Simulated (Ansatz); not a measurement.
F3Hf (SMILES [F][Hf]([F])[F]), doublet (typed; the unrestricted solution is spin-contaminated), at a GFN2-xTB geometry (such geometries of metal compounds can be far from the true shape) (the multiplicity is a formal guess) (core potentials on Hf), with bond 2-1 at 1.8 times its length; HF/def2-SV(P) run with Ansatz (an electronic-structure program).

Here is a job for Ansatz.
Ansatz 0.2 input:
```yaml
crystal:
  periodic: [false, false, false]
  atoms:
    - {symbol: Hf, position_ang: [0.01327631, 0.08252816, 0.03016674]}
    - {symbol: F, position_ang: [3.09868176, -0.89051899, -0.39349381]}
    - {symbol: F, position_ang: [-0.88642622, -0.63545890, 1.43046795]}
    - {symbol: F, position_ang: [-0.94717471, 0.43328718, -1.46660162]}
basis:
  gaussian:
    orbitals: def2-SV_P_.json
hamiltonian:
  xc: hf
magnetization: {spin_polarized: true, initial_magnetization: 1}
scf: {lower_state_search: standard}
```
The basis file holds def2-SV(P) in the JSON format of the Basis Set Exchange.

Output, abridged:

```
Functional definition: HF
717 factors; integrals over basis functions are off by at most 3.6e-4 eV
mean field evaluation 1: about -9395.0279 eV, gradient 4.1e1 eV
mean field evaluation 2: about -9395.0380 eV, gradient 4.1e1 eV
mean field evaluation 4: about -9402.2434 eV, gradient 5.8e0 eV
mean field evaluation 8: about -9402.8305 eV, gradient 3.8e-1 eV
mean field evaluation 16: about -9401.4747 eV, gradient 5.7e0 eV
mean field evaluation 32: about -9401.6939 eV, gradient 1.3e0 eV
mean field evaluation 64: about -9402.3519 eV, gradient 9.3e-1 eV
mean field evaluation 96: about -9402.7271 eV, gradient 2.4e-1 eV
mean field evaluation 128: about -9402.8711 eV, gradient 9.1e-4 eV
mean field evaluation 160: about -9402.4314 eV, gradient 1.1e0 eV
mean field evaluation 192: about -9402.3147 eV, gradient 9.5e-1 eV
mean field evaluation 224: about -9402.1848 eV, gradient 9.9e-1 eV
mean field evaluation 256: about -9402.4346 eV, gradient 2.4e-1 eV
mean field evaluation 288: about -9402.6618 eV, gradient 1.5e0 eV
mean field evaluation 320: about -9399.4329 eV, gradient 1.1e0 eV
mean field evaluation 352: about -9400.4851 eV, gradient 2.3e1 eV
mean field evaluation 384: about -9399.6482 eV, gradient 2.3e1 eV
mean field evaluation 416: about -9401.4043 eV, gradient 5.7e-1 eV
mean field evaluation 448: about -9401.3529 eV, gradient 2.5e0 eV
mean field evaluation 480: about -9401.1656 eV, gradient 2.6e0 eV
mean field evaluation 512: about -9402.7529 eV, gradient 3.6e-1 eV
mean field evaluation 544: about -9402.6097 eV, gradient 5.0e-1 eV
mean field evaluation 576: about -9402.7107 eV, gradient 6.2e-1 eV
mean field evaluation 608: about -9402.6891 eV, gradient 5.3e-1 eV
mean field evaluation 640: about -9401.1273 eV, gradient 1.7e0 eV
mean field evaluation 672: about -9394.0992 eV, gradient 1.3e1 eV
mean field evaluation 704: about -9402.8328 eV, gradient 1.7e0 eV
mean field evaluation 736: about -9402.7299 eV, gradient 1.4e-1 eV
mean field -9402.87114408 eV, -345.5491410499 hartree, gradient 9.3e-6 eV, S^2 1.279054; 11 other end points of the search recorded, 0 dependent functions left out
reference -9402.87114408 eV, -345.5491410499 hartree; 20, 19 occupied and 47, 48 virtual orbitals, 717 factors
Total energy: -9402.87114408 eV, -345.5491410499 hartree
```
